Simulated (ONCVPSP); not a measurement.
Ne, ONCV: configuration errors across variants

Ne, optimised norm-conserving Vanderbilt (ONCV), made with ONCVPSP 4.0.1 (PW91, scalar-relativistic). Core [He], reference 2s2 2p6. Waves: 2s: rc 0.65 bohr, ncon 5, nbas 10, qcut 8.7 1/bohr, 2 projectors, debl 3.6 Ha; 2p: rc 0.85 bohr, ncon 5, nbas 9, qcut 15.3 1/bohr, 1 projector; d scattering state at 0.13 Ha: rc 0.95 bohr, ncon 3, nbas 6, qcut 9.4 1/bohr, 2 projectors, debl 2.6 Ha. Local part: polynomial inside 0.65 bohr (lpopt 5, dvloc0 -1 Ha). Core correction: Teter function, fcfact 1.75, rcfact 1.15.

All-electron excitation energies from the reference (eV): (1) 2s2 2p5 22.588; (2) 2s2 2p4 65.992; (3) 2s2 2p3 133.582; (4) 2s2 2p2 228.395.

Errors AE − PS in meV (a dash: test not solved or not reliable):

```tsv
change	(1)	(2)	(3)	(4)	bound ghosts	GHOST(+) flags above zero
base	-1.2	+11	+79	+302	none	none
s: qcut 5.2	-0.8	+14	+89	+329	none	s
s: qcut 6.1	-0.9	+13	+88	+327	none	s
s: qcut 6.9	-0.9	+13	+86	+321	none	s
s: qcut 7.9	-1.1	+12	+83	+310	none	none
s: qcut 8.8	-1.2	+11	+79	+302	none	none
s: qcut 9.8	-1.4	+9.6	+75	+288	none	none
s: qcut 10.3	-1.5	+9.1	+73	+283	none	none
s: qcut 11.5	-1.7	+7.9	+68	+272	none	none
s: qcut 12.1	-1.7	+7.5	+67	+269	none	none
```

Give the same row for: s: qcut 12.8.

-1.8, +7.0, +65, +264; bound ghosts: none; GHOST(+) flags above zero: none.
